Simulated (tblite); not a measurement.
Species: C₆H₁₅P.
Cartesian coordinates in Å at the GFN2-xTB level; atoms count from 1:
```
atom  x, y, z in Å
C1     3.5295    0.4789   -0.3548
C2     2.2817    0.3093    0.5008
P3     0.7338    0.3538   -0.5376
C4    -0.4223   -0.3181    0.7663
C5    -1.8906   -0.3287    0.3387
C6    -2.0864   -1.1769   -0.9130
C7    -2.3896    1.0925    0.1025
H8     3.6210   -0.3397   -1.0663
H9     3.4819    1.4099   -0.9159
H10    4.4220    0.4955    0.2684
H11    2.2123    1.1313    1.2204
H12    2.3252   -0.6286    1.0620
H13    0.9836   -0.8766   -1.1652
H14   -0.1014   -1.3256    1.0478
H15   -0.3081    0.3290    1.6430
H16   -2.4735   -0.7721    1.1568
H17   -1.7133   -2.1870   -0.7563
H18   -1.5453   -0.7313   -1.7470
H19   -3.1400   -1.2354   -1.1770
H20   -3.4379    1.0882   -0.1872
H21   -2.2831    1.6916    1.0042
H22   -1.8099    1.5594   -0.6922
```

Method: GFN2-xTB as coded in tblite; computed harmonic values from a numerical Hessian at the method's own geometry, unscaled. This tight-binding method is rough: wavenumbers can miss measured ones by several per cent, in bad cases by 10 to 20. Modes of hydrogen on phosphorus can be 10 to 20 % off. One conformer, not necessarily the lowest.

Harmonic wavenumbers (cm⁻¹): 47.9, 62.6, 102.1, 122.6, 201.8, 213.3, 221.0, 251.0, 300.2, 360.5, 380.5, 511.2, 692.9, 703.7, 725.1, 754.0, 863.2, 871.9, 916.2, 948.6, 990.7, 999.7, 1012.8, 1038.7, 1075.9, 1078.1, 1093.9, 1197.6, 1208.5, 1227.7, 1246.8, 1262.3, 1322.8, 1332.6, 1404.1, 1411.5, 1415.7, 1443.3, 1453.8, 1489.5, 1492.9, 1496.9, 1500.5, 1500.7, 1504.6, 2230.2, 2899.2, 2923.2, 2929.9, 2934.8, 2943.6, 3011.0, 3016.3, 3020.6, 3023.0, 3025.1, 3030.0, 3033.2, 3033.3, 3036.3.

A = 4858, B = 936.4, C = 903.6 MHz; mass 118.091 u (most abundant isotopes); point group C1, symmetry number 1.

Q: What is the zero-point energy?

A: Half the sum of the wavenumbers: 42771 cm⁻¹ = 511.65 kJ/mol.

Q: Give the ideal-gas entropy at 350 K and 1 bar in the rigid-rotor, harmonic-oscillator model (classical rotation).

A: Translation 171.70, rotation 122.29, vibration 149.68: S = 443.7 J/(mol K).

Q: And Cp and H(350 K) − H(0)?

A: Cp = 185.30 J/(mol K), of which vibrations give 152.05 (their classical limit is 60 R = 498.9); H(350 K) − H(0) = 38.65 kJ/mol without the zero-point energy, 27.01 from vibrations.

Q: What must be added to the electronic energy to get the Gibbs energy at 350 K and 1 bar?

A: ZPE + [H(350 K) − H(0)] − T·S = 511.65 + 38.65 − 155.28 = 395.02 kJ/mol.

Q: Blend soft modes into free rotors: weight 1/[1 + (100 cm⁻¹/ν̃)⁴] for the oscillator and the rest for a rotor with moment μB/(μ + B), μ = h/(8π²ν), B = 10⁻⁴⁴ kg m². What vibrational entropy results?

A: 137.25 J/(mol K) in place of 149.68, which changes −T·S at 350 K by +4.35 kJ/mol.

Q: Which modes carry the vibrational entropy at 350 K?

A: 47.9 cm⁻¹: 21.84; 62.6 cm⁻¹: 19.62; 102.1 cm⁻¹: 15.59; 122.6 cm⁻¹: 14.10; 201.8 cm⁻¹: 10.10; 213.3 cm⁻¹: 9.67 J/(mol K); the other 54 give 58.75 together.

Q: How do the functions run with temperature in this model?

A: 
```
 T (K)  S (J/(mol K))  Cp (J/(mol K))  H − H(0) (kJ/mol)  G − H(0) (kJ/mol)  ln q(vib)
    50          243.4            56.8               2.14             -10.03       0.56
   100          291.0            82.5               5.64             -23.46       1.87
298.15          415.9           161.7              29.65             -94.34       7.34
373.15          455.9           195.8              43.06            -127.04       9.33
   500          520.8           249.0              71.36            -189.02      12.68
   750          637.7           328.1             144.16            -334.15      19.18
  1000          740.0           382.0             233.34            -506.66      25.38
```

q(vib) and H(0) count from the zero-point level.

Hindered rotation and anharmonicity are outside this model. Other conformers, if any are populated, would add a mixing term that is left out. The structure is chiral; the term R ln 2 for an equal mix with its mirror image is left out.
